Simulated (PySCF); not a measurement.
## Spinor energies of Yb³⁰⁺ (ytterbium, charge +30)

Start: [Kr] 4d4; 4d3/2 filled at m_j = -3/2, -1/2, +1/2, +3/2. Calculated with PySCF 2.14 in an even-tempered Gaussian basis (17 s from 2.8 bohr⁻², ratio 2.8; 14 p from 3.6 bohr⁻², ratio 2.8; 9 d from 3.6 bohr⁻², ratio 2.8; 3 f from 14 bohr⁻², ratio 3): generalised Hartree-Fock with the X2C-1e Hamiltonian and a Gaussian nucleus; one run each with spin-orbit coupling (SO) switched off, then screened by Boettger's factors.

```
spinor shell  electrons  ε, spin-free (eV)  ε, screened SO (eV)  weight of nominal j (screened SO)  rms radius, screened SO (bohr)
       1s1/2          2           -62770.4             -62753.4                              1.000                          0.0223
       2s1/2          2           -11705.1             -11698.9                              1.000                          0.0902
       2p1/2          2           -10448.7             -11194.0                              1.000                          0.0769
       2p3/2          4           -10448.7             -10137.2                              1.000                          0.0838
       3s1/2          2            -3546.5              -3544.0                              1.000                           0.230
       3p1/2          2            -3160.2              -3322.7                              1.000                           0.221
       3p3/2          4            -3160.2              -3090.0                              1.000                           0.234
       3d3/2          4            -2690.3              -2722.3                              1.000                           0.207
       3d5/2          6            -2690.3              -2665.9                              1.000                           0.211
       4s1/2          2            -1489.7              -1488.6                              1.000                           0.481
       4p1/2          2            -1342.0              -1398.8                              1.000                           0.485
       4p3/2          4            -1342.0              -1316.3                              1.000                           0.513
       4d3/2          4            -1173.0              -1176.3                              1.000                           0.503
```

```csv
quantity,spin-free,screened SO
E (hartree),-13587.80965,-13601.92021
M_J,0,0
⟨J²⟩,4.002,0.000
⟨L²⟩,6.001,2.464
⟨S²⟩,6.000,2.464
```

Breit and QED terms are absent; they matter most for the inner s and p1/2 levels.

Densities and radii are taken from the X2C orbitals without a picture-change correction, which distorts them close to the nucleus.

Without spin-orbit coupling the j labels of p, d and f shells carry no meaning; the spin-free column gives the mean over the occupied spinors of each nl shell, and its ⟨J²⟩ belongs to a mixture of degenerate components.
